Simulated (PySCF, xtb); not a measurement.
CH9NSi2, SMILES [SiH3]N[SiH2]C.

GFN2-xTB run with xtb 6.7.1 at its own geometry gives an orbital gap of 5.20 eV and a dipole moment of 0.22 D.

Geometry optimised at PBE0-D3(BJ)/def2-SVP. One conformer was computed; it need not be the lowest.

**Question.** What does PySCF with M06-2X/def2-TZVP give? (An estimate is asked for; the answer gives what the named calculation found.)

**Answer.** gap 9.57 eV (levels -8.62 and 0.94 eV), dipole 0.29 D.
